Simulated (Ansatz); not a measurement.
Reactions of CH$_{6}$BNSi (`CN1B[SiH2]1`).

Calculated with Ansatz (gas phase, PBE0-D4/def2-TZVP geometries, no zero-point term in ΔE). CBS: MP2 limit from def2 TZ/QZ plus the TZ coupled-cluster correction, frozen cores. This one scheme is used for every species, atoms too. DFT in def2-TZVPP. B3LYP here is the variant with VWN-RPA as its local correlation; programs differ in this. No spin–orbit coupling; open shells (•) take unrestricted orbitals. Spin–orbit coupling would lower the free atoms: a little for B, C, Si. def2 core potentials past Kr. Bonds to In are less sure, by a few kJ/mol each and by 10 to 20 or more in all where they break to atoms, as the def2 sets lack core-valence functions. One conformer a species, not always the lowest.

| reaction | B3LYP-D4 (kcal/mol) | CCSD/CBS(def2) (kcal/mol) | PBE-D4 (kcal/mol) | B2PLYP (kcal/mol) | CCSD(T)/CBS(def2) (kcal/mol) |
| --- | --- | --- | --- | --- | --- |
| `CN1B[SiH2]1` → `C=NB[SiH3]` | 0.6 | 5.3 | 2.0 | 2.7 | 5.2 |
| `CN1B[SiH2]1` → `NB1C[SiH2]1` | -1.3 | -1.3 | -3.5 | -1.0 | -1.3 |
| `CN1B[SiH2]1` + `N[SiH](N)O` → `CN[SiH](N)O` + `B1N[SiH2]1` | 5.4 | 5.2 | 5.6 | 5.7 | 5.5 |
| `CN1B[SiH2]1` → B• + C• + 6 H• + N• + Si• | 856.0 | 836.8 | 868.0 | 844.7 | 849.0 |
| `CN1B[SiH2]1` + `[NH2][In]([F])[F]` → `C[NH][In]([F])[F]` + `B1N[SiH2]1` | 6.6 | 5.8 | 6.9 | 6.4 | 6.0 |
| `CN1B[SiH2]1` → `BN1C[SiH2]1` | 1.4 | 1.7 | 3.7 | 1.4 | 2.2 |
| `CN1B[SiH2]1` → `B1N[SiH2]1` + `[CH2]` (triplet) | 98.7 | 96.5 | 101.9 | 97.7 | 99.3 |
| `CN1B[SiH2]1` → `[SiH3]N1BC1` | -0.9 | -1.2 | 2.4 | -1.0 | -0.3 |
| `CN1B[SiH2]1` → `B1CN[SiH2]1` | 22.9 | 20.3 | 23.7 | 23.2 | 21.5 |
| `CN1B[SiH2]1` → `CB1N[SiH2]1` | -15.8 | -16.5 | -16.3 | -16.2 | -16.4 |

Largest T1 diagnostic: 0.017, for `C=NB[SiH3]`.
